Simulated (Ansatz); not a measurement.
H3S, SMILES [SH3+], charge +1.

Geometry optimised at B3LYP-D3(BJ)/def2-TZVPD. The isomer is the one that the SMILES or the coordinates give; other isomers of the formula were not compared.

Two levels are set side by side: PBE/def2-TZVPD (Ansatz, a quantum-chemistry and plane-wave program) and ωB97X-V/def2-TZVPD (Ansatz). Energy differences of separate SCF runs at the same geometry; the states with an electron removed or added have multiplicity 2 and 2. Differences are taken from unrounded values.

```csv
quantity,PBE
vertical ionisation energy (eV),21.31
vertical electron affinity (eV),4.76
vertical singlet–triplet gap (eV),7.78
```

Problem. These are the PBE values. What does ωB97X-V give? (An estimate is asked for; the answer gives what the named calculation found.)

Solution. 
```
quantity                           ωB97X-V  PBE minus ωB97X-V
---------------------------------  -------  -----------------
vertical ionisation energy (eV)      21.36              -0.05
vertical electron affinity (eV)       4.49               0.28
vertical singlet–triplet gap (eV)     8.08              -0.31
```
